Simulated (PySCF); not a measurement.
**Ru³⁴⁺ (ruthenium, charge +34) across methods**

[Ne], closed-shell 1S. Computed with PySCF 2.14 in an even-tempered Gaussian basis (17 s from 13 bohr⁻², ratio 2.2; 11 p from 16 bohr⁻², ratio 2.2; 6 d from 71 bohr⁻², ratio 2.4; 5 f from 110 bohr⁻², ratio 2.4; 4 g from 160 bohr⁻², ratio 2.4), with no relativity, point nucleus.

| method | E (hartree) | mean ε 1s (eV) | mean ε 2s (eV) | mean ε 2p (eV) | Σ⟨r²⟩ (bohr²) | ⟨S²⟩ |
| --- | --- | --- | --- | --- | --- | --- |
| PBE | -3501.39 | -23300.7 | -4855.0 | -4656.9 | 0.1699 | 0.000 |
| BHandHLYP | -3502.05 | -23458.3 | -4911.0 | -4703.4 | 0.1697 | 0.000 |
| UHF | -3501.69491 | -23610.7 | -4965.3 | -4747.7 | 0.1696 | 0.000 |
| PBE0 | -3501.58 | -23378.4 | -4883.0 | -4680.0 | 0.1698 | 0.000 |
| r2SCAN | -3502.10 | -23342.8 | -4871.3 | -4667.8 | 0.1697 | 0.000 |
| BP86 | -3502.16 | -23305.3 | -4856.0 | -4657.9 | 0.1698 | 0.000 |
| LDA | -3497.11 | -23272.3 | -4849.9 | -4654.3 | 0.1700 | 0.000 |

A non-relativistic calculation at this Z misses sizeable relativistic shifts.
